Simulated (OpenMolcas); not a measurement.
# neutral antimony: effect of the active space

| Item | Value |
| --- | --- |
| Program | OpenMolcas 26.06 |
| Method | CASSCF or its RAS form |
| Basis | ANO-RCC-VQZP |
| Scalar Hamiltonian | DKH2, point nucleus |
| Spin-orbit coupling | RASSI with atomic mean-field integrals over the reference wave functions, term energies averaged over their components |

A. 3 electrons in 3 orbitals (5p); 2S+1 = 4 odd, 1 root; 2S+1 = 2 odd, 8 roots; cost of the order of 2.6 core-seconds
B. 5 electrons in 4 orbitals (5s 5p); 2S+1 = 4 odd, 1 root; 2S+1 = 2 odd, 8 roots; 2S+1 = 4 even, 3 roots; cost about 9 core-seconds
C. 5 electrons in 8 orbitals (5s 5p 6s 6p); 2S+1 = 4 odd, 1 root; 2S+1 = 2 odd, 8 roots; 2S+1 = 4 even, 3 roots; cost about 14 core-seconds
D. 3 electrons in 9 orbitals (RAS2 5p; RAS3 5d 6s, at most 1 electron); 2S+1 = 4 odd, 1 root; 2S+1 = 2 odd, 8 roots; 2S+1 = 4 even, 3 roots; 2S+1 = 2 even, 8 roots; cost roughly 20 core-seconds
E. 5 electrons in 9 orbitals (RAS2 5s 5p; RAS3 5d, at most 2 electrons); 2S+1 = 4 odd, 1 root; 2S+1 = 2 odd, 8 roots; 2S+1 = 4 even, 3 roots; 2S+1 = 2 even, 5 roots (0 in the spin-orbit step); cost of the order of 21 core-seconds

Energies in cm⁻¹ above 5s² 5p³ ⁴S°_3/2, the measured ground level; measured values from NIST Handbook of Basic Atomic Spectroscopic Data.

```json
{"Level": "5s² 5p³ ⁴S°_3/2", "A": "0.0", "B": "0.0", "C": "0.0", "D": "0.0", "E": "0.0", "Measured": "0.0"}
{"Level": "5s² 5p³ ²D°_3/2", "A": "12480", "B": "12148", "C": "11703", "D": "12480", "E": "11813", "Measured": "8512"}
{"Level": "5s² 5p³ ²D°_5/2", "A": "13419", "B": "13473", "C": "13111", "D": "13419", "E": "12877", "Measured": "9854"}
{"Level": "5s² 5p³ ²P°_1/2", "A": "21952", "B": "18700", "C": "17901", "D": "21952", "E": "19872", "Measured": "16395"}
{"Level": "5s² 5p³ ²P°_3/2", "A": "23253", "B": "20356", "C": "19615", "D": "23253", "E": "21267", "Measured": "18464"}
```

Deviations, from unrounded energies. A percentage is the sum of absolute deviations over the sum of measured energies, with the sign that they share, or ± where signs differ.

```csv
Against measurement,Levels,A,B,C,D,E
mean absolute deviation (cm-1),4,4500,2900,2300,4500,3200
other terms of the ground configuration (%),4,+33.6,+21.5,+17.1,+33.6,+23.7
```

C lies closest to measurement on these levels and A furthest from it. The largest miss of C in the table is 5s² 5p³ ²D°_5/2, by +3300 cm-1. The ranking rests on the paired levels alone, and a cruder setting can come out closer through cancelling errors.

Among A to E the level of the table that moves most is 5s² 5p³ ²P°_1/2, by 4100 cm-1 (lowest in C, highest in A).

With the s shell closed, the reference lacks s² → p² mixing (holds for A; D). Active for correlation alone: 6p 6s; no level in the range computed is led by a configuration that fills them, so any true level of that kind is missing (holds for C). No level of 5s² 5p² 5d was computed, though it lies in the active space (holds for D). Some high roots are left out of the spin-orbit mixing, which shifts the levels that they would mix with (holds for E). Active for correlation alone: 5d; no level in the range computed is led by a configuration that fills it, so any true level of that kind is missing (holds for E). Measured partners are found by configuration, term and J. A level has none where our copy of the source lacks it or the pairing is in doubt (some pairs that miss far off the trend of their configuration count as doubtful), and it then counts in no deviation. Only configurations of the active space appear. Levels that lie high or do not pair safely by name in every column are left out.

° marks odd parity.
